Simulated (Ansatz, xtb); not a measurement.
Ligand exchange: SnH3F + C2H7N → SnH3(NH2) + C2H5F

Species: SnH3F `[F][SnH3]`, singlet; C2H7N (ethanamine) `CCN`, singlet; SnH3(NH2), singlet; C2H5F `CCF`, singlet. The partners trade F for NH2: Sn–F and C–NH2 bonds give way to Sn–NH2 and C–F.

Shapes, held fixed at every level: PBE0-D4/def2-TZVP. Flexible molecules stand in one conformer, not always the lowest. Programs: Ansatz 0.2.0, xtb 6.7.1. The zero-point and thermal change to 298 K, harmonic and unscaled (PBE0-D4/def2-TZVP), is -3.1 kJ/mol.

| level | kind | ΔH(298 K) (kJ/mol) | less CCSD(T)/def2-TZVPP |
| --- | --- | --- | --- |
| GFN0-xTB | semi-empirical | +62.6 | +4.0 |
| HF/def2-SVP | Hartree–Fock | +66.1 | +7.5 |
| r2SCAN-D4/def2-TZVPP | meta-GGA | +64.0 | +5.4 |
| B3LYP-D4/def2-TZVPP | global hybrid | +63.3 | +4.7 |
| wB97M-V/def2-TZVPP | range-separated hybrid | +62.9 | +4.3 |
| MP2/def2-TZVPP | perturbation theory | +61.2 | +2.6 |
| CCSD(T)/def2-SVP | coupled cluster or CI | +68.5 | +9.9 |
| CCSD(T)/def2-TZVPP | coupled cluster or CI | +58.6 | 0.0 |

The highest level, CCSD(T)/def2-TZVPP, gives ΔH(298 K) = +58.6 kJ/mol; the levels span +58.6 to +68.5. The column of differences is taken from that level and isn't an error. No measured value is set beside it here. For atoms past krypton def2 sets carry core potentials with scalar relativity. Outer-core shells of Sn are correlated, in sets that cover them unevenly.
